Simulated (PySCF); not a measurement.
**TlF: everyday levels beside a composite calculation**

PySCF; the state is a singlet (closed shell). The composite is CCSD(T) extrapolated to the basis-set limit from two correlation-consistent sets, with core-valence (CV) and scalar-relativistic (SR) terms as its label shows; it has no spin–orbit coupling and nothing beyond (T). Here it is CCSD(T)/CBS(DT)+CV. It gives Re = 2.093 Å, ωe = 470 cm⁻¹ and De = 5.24 eV to Tl + F.

| level | basis | relativity | Re (Å) | ωe (cm⁻¹) | De (eV) |
| --- | --- | --- | --- | --- | --- |
| RHF-SCS-MP2 | def2-SVP | scalar-relativistic core potentials | 2.093 | 520 | 4.69 |
| RHF-CCSD | cc-pVDZ-PP/cc-pVDZ | scalar-relativistic core potentials | 2.095 | 519 | 4.33 |
| LDA | def2-TZVPP | scalar-relativistic core potentials | 2.080 | 488 | 6.23 |
| PBE | cc-pVDZ-PP/cc-pVDZ | scalar-relativistic core potentials | 2.116 | 493 | 5.27 |
| PBE | def2-TZVPP | scalar-relativistic core potentials | 2.123 | 452 | 5.45 |
| r²SCAN | def2-SVPD | scalar-relativistic core potentials | 2.132 | 463 | 5.26 |
| TPSSh | def2-TZVPP | scalar-relativistic core potentials | 2.105 | 468 | 5.16 |
| r²SCANh | def2-SVP | scalar-relativistic core potentials | 2.092 | 515 | 4.89 |
| PBE0 | def2-SVP | scalar-relativistic core potentials | 2.095 | 512 | 4.86 |
| M06 | def2-TZVPP | scalar-relativistic core potentials | 2.114 | 462 | 5.32 |

Give the difference of each row from the composite.



```
      level               basis  ΔRe (pm)  Δωe (%)  ΔDe (eV)
RHF-SCS-MP2            def2-SVP      +0.0    +10.6     -0.55
   RHF-CCSD  cc-pVDZ-PP/cc-pVDZ      +0.2    +10.4     -0.91
        LDA          def2-TZVPP      -1.3     +3.8     +0.99
        PBE  cc-pVDZ-PP/cc-pVDZ      +2.3     +4.9     +0.03
        PBE          def2-TZVPP      +3.0     -3.8     +0.21
     r²SCAN           def2-SVPD      +3.9     -1.5     +0.02
      TPSSh          def2-TZVPP      +1.2     -0.4     -0.08
    r²SCANh            def2-SVP      -0.1     +9.6     -0.35
       PBE0            def2-SVP      +0.2     +8.9     -0.38
        M06          def2-TZVPP      +2.1     -1.7     +0.08
```

Which rows come closest in De?

PBE in cc-pVDZ-PP/cc-pVDZ (+0.03 eV); r²SCAN in def2-SVPD (+0.02 eV), counted from the composite.

Measured (Huber and Herzberg, Constants of Diatomic Molecules (1979)): Re = 2.084438 Å, ωe = 477.3 cm⁻¹; the composite is off by +9.0 mÅ and -7.5 cm⁻¹.

Correlated steps freeze 5 core orbitals. Correlated levels converge slowly with the basis: in double zeta they bind strong bonds too weakly, by up to about 1 eV, and carry superposition errors of some tenths. These are scalar-relativistic numbers at best; spin–orbit coupling would shift them, the dissociation energy most. Where the molecule has an RHF reference, its open-shell atoms are computed with UHF.
